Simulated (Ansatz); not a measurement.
Input and output for BH2(NCO) (CH2BNO).

```yaml
crystal:
  periodic: [false, false, false]
  atoms:
    - {symbol: B, position_ang: [0.515672, 0.963512, 0.000299]}
    - {symbol: H, position_ang: [1.699535, 0.761903, 0.055908]}
    - {symbol: H, position_ang: [0.056939, 2.071190, -0.045222]}
    - {symbol: N, position_ang: [-0.370235, -0.132619, -0.011664]}
    - {symbol: C, position_ang: [-0.731956, -1.286245, -0.001801]}
    - {symbol: O, position_ang: [-1.169965, -2.377740, 0.002470]}
basis:
  gaussian: {orbitals: "6-31++G**", final_grid: {core_spheres: 8, valence_spheres: 7, degree: 23}}
hamiltonian: {xc: {name: r2SCAN50}}
scf: {omitted_lower_state_checks: [starts]}
```

```sh
$ ansatz run in.yaml --threads 4 --pin off --events-out ev --progress --plain --max-ram 3916MiB
```

It prints (some lines left out):

```
Functional definition: r2SCAN50
  name "r2SCAN50"
  cite "Bursch, Neugebauer, Ehlert & Grimme, J. Chem. Phys. 156, 134105 (2022) doi:10.1063/5.0086040"
  cite "Furness, Kaplan, Ning, Perdew & Sun, J. Phys. Chem. Lett. 11, 8208 (2020) doi:10.1021/acs.jpclett.0c02405"
  cite "Furness, Kaplan, Ning, Perdew & Sun, J. Phys. Chem. Lett. 11, 9248 (2020) doi:10.1021/acs.jpclett.0c03077"
  parent r2scan
  parameter a = 0.5
  parameter k0 = 0.174
  parameter k1 = 0.065
  parameter a1 = 4.9479
  exchange = (1 - a)*r2scan_x(k0 = k0, k1 = k1, a1 = a1) + a*exact_x
  correlation = r2scan_c
these checks for a lower state are left out or cut short: starts
929 factors; their error is unknown
mean field evaluation 1: about -5275.2939 eV, gradient 4.4e1 eV
mean field evaluation 2: about -5274.8984 eV, gradient 4.6e1 eV
mean field evaluation 4: about -5278.8088 eV, gradient 2.6e0 eV
mean field evaluation 8: about -5278.8227 eV, gradient 2.5e-2 eV
mean field evaluation 16: about -5278.8561 eV, gradient 1.1e-5 eV
mean field -5278.85606575 eV, -193.9943822792 hartree, gradient 1.1e-5 eV, S^2 0.000000; 0 other end points of the search recorded, 0 dependent functions left out
reference -5278.85608396 eV, -193.9943829484 hartree; 14, 14 occupied and 74, 74 virtual orbitals, 929 factors
Total energy: -5278.85608396 eV, -193.9943829484 hartree
Checks for a lower state left out: starts
```

It took 0.75 s on 4 threads of Arm Neoverse V2 on a shared host.

The 6-31G sets use Cartesian d functions.
